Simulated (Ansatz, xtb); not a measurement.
**Relative energy of two isomers of C3H7FGe**

Structure a: `F[C@@H]1C[C@H]1[GeH3]`, a singlet. Structure b: `F[C@@H]1C[C@@H]1[GeH3]`, a singlet. Both are isolated molecules in the gas phase, relaxed with r2SCAN-D4/def2-SVP.

a (Å):

| atom | x (Å) | y (Å) | z (Å) |
| --- | --- | --- | --- |
| C | -0.4295 | 0.2065 | -1.1987 |
| C | 0.1089 | -0.8864 | -0.3474 |
| C | -0.8521 | 0.1458 | 0.2353 |
| F | -1.3608 | -0.1314 | -2.1399 |
| Ge | -0.2607 | 1.4697 | 1.5268 |
| H | 0.2275 | 1.0090 | -1.5572 |
| H | 1.1657 | -0.8623 | -0.0600 |
| H | -0.2954 | -1.8859 | -0.5340 |
| H | -1.8778 | -0.2195 | 0.3665 |
| H | -1.1913 | 2.6923 | 1.5201 |
| H | -0.2247 | 0.8643 | 2.9387 |
| H | 1.1605 | 1.9083 | 1.1332 |

b (Å):

```xyz
12

C    -1.0590   -0.2849   -0.8003
C     0.1797    0.4356   -1.1934
C    -0.6437    0.9007    0.0050
F    -0.9132   -1.5182   -0.2159
Ge    0.0213    0.6324    1.8165
H    -1.9581   -0.2469   -1.4264
H     1.1241   -0.0791   -0.9868
H     0.1738    1.0376   -2.1075
H    -1.2414    1.8094   -0.1366
H    -1.1112    0.1575    2.7390
H     0.5682    1.9685    2.3446
H     1.1484   -0.4077    1.8003
```

Problem. Estimate which is lower in electronic energy at CCSD(T)/def2-SVP + ΔMP2/def2-TZVPP, and by roughly how much.

Solution. Too close to call at this level: CCSD(T)/def2-SVP + ΔMP2/def2-TZVPP gives E(b) − E(a) = −0.025 eV.

The same difference at several levels:

```json
{"level": "GFN2-xTB", "geometry": "GFN2-xTB", "E(b) − E(a) (eV)": "−0.098", "departure from the last row (eV)": "−0.073", "job, with rough time for the two": "optimisation, 0.56 s"}
{"level": "HF/STO-3G", "geometry": "GFN2-xTB", "E(b) − E(a) (eV)": "+0.030", "departure from the last row (eV)": "+0.056", "job, with rough time for the two": "single point, 1.5 s"}
{"level": "r2SCAN-D4/def2-SVP//GFN2-xTB", "geometry": "GFN2-xTB", "E(b) − E(a) (eV)": "−0.027", "departure from the last row (eV)": "−0.002", "job, with rough time for the two": "single point, 11 s"}
{"level": "r2SCAN-D4/def2-SVP", "geometry": "r2SCAN-D4/def2-SVP", "E(b) − E(a) (eV)": "−0.052", "departure from the last row (eV)": "−0.027", "job, with rough time for the two": "optimisation, 1.7 min"}
{"level": "HF/def2-SVP", "geometry": "r2SCAN-D4/def2-SVP", "E(b) − E(a) (eV)": "−0.046", "departure from the last row (eV)": "−0.021", "job, with rough time for the two": "part of the CCSD(T) run"}
{"level": "MP2/def2-SVP", "geometry": "r2SCAN-D4/def2-SVP", "E(b) − E(a) (eV)": "−0.060", "departure from the last row (eV)": "−0.035", "job, with rough time for the two": "part of the CCSD(T) run"}
{"level": "CCSD(T)/def2-SVP", "geometry": "r2SCAN-D4/def2-SVP", "E(b) − E(a) (eV)": "−0.061", "departure from the last row (eV)": "−0.036", "job, with rough time for the two": "single point"}
{"level": "CCSD(T)/def2-SVP + ΔMP2/def2-TZVPP", "geometry": "r2SCAN-D4/def2-SVP", "E(b) − E(a) (eV)": "−0.025", "departure from the last row (eV)": "", "job, with rough time for the two": "single point, 2.3 min"}
```

As drawn, both hold the same kinds of bond in the same numbers.

The largest departure from CCSD(T)/def2-SVP + ΔMP2/def2-TZVPP is that of GFN2-xTB, 0.073 eV. The last row adds to CCSD(T) the change of the MP2 difference between the two basis sets, here +0.036 eV.

With thermal terms from frequencies at re-optimised GFN2-xTB minima (ideal gas, soft modes damped towards free rotors, one conformer each, 298.15 K, 1 atm): the zero-point term adds +0.009 eV; ΔH is −0.023 and ΔG −0.002 eV.

The correlated steps freeze 13 core orbitals; the filled d shell of Ge is correlated, in a basis made for valence electrons. Programs: Ansatz 0.2.0, xtb 6.7.1; the last row on 2 threads of AMD EPYC (Zen 3) on a shared host.
